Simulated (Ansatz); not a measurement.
Ideal-gas functions of CH5GaOS (`[OH][GaH][CH2]S`) at 500 K and 1 bar, from an Ansatz frequency run at PBE0-D4/def2-TZVP.

Molar mass 134.84 g/mol, point group C1 (symmetry number 1), electronic degeneracy 1, moments of inertia 57.665, 276.93, 287.447 u Å². Harmonic wavenumbers (cm⁻¹, unscaled): 55, 115, 163, 250, 370, 478, 556, 611, 664, 693, 717, 836, 886, 1092, 1140, 1418, 1982, 2697, 3103, 3173, 3909.

Use S(trans) = R[1.5 ln M + 2.5 ln T − 1.1517]; rotational temperatures θ = 24.2544 K / I; S(rot) = R[ln(√π/σ · √(T³/θAθBθC)) + 1.5]; for each mode x = 1.438777 ν̃/T, S = R[x/(eˣ − 1) − ln(1 − e⁻ˣ)] and H = RT x/(eˣ − 1); 1 cm⁻¹ = 0.0119627 kJ/mol; R = 8.31446 J/(mol·K).

Q: By hand: the entropy, in J/(mol·K).

A: Translation 180.8. Rotation: θ = 0.4206, 0.0876, 0.0844 K, giving 118.7. Vibration, mode by mode: 23.65, 17.55, 14.68, 11.23, 8.18, 6.29, 5.24, 4.62, 4.09, 3.83, 3.63, 2.77, 2.47, 1.55, 1.38, 0.72, 0.19, 0.03, 0.01, 0.01, 0.00, in all 112.1. Electronic 0.0. Sum 411.6 J/(mol·K).

Q: By hand: H − E and G − E in kJ/mol, counted from the electronic energy.

A: Zero-point energy ½ × 24908 × 0.0119627 = 149.0; thermal vibration 28.3; translation, rotation and pV give 4 RT = 16.6. H − E = 193.9 kJ/mol, and G − E = 193.9 − 500 × 411.6/1000 = -11.9 kJ/mol.

Vibration gives 27 % of the entropy, 41.2 J/(mol·K) of it from the modes under 150 cm⁻¹: soft modes count most, and the harmonic formula is weakest for them. The sum counts one conformer and one mirror image; others add a mixing term.
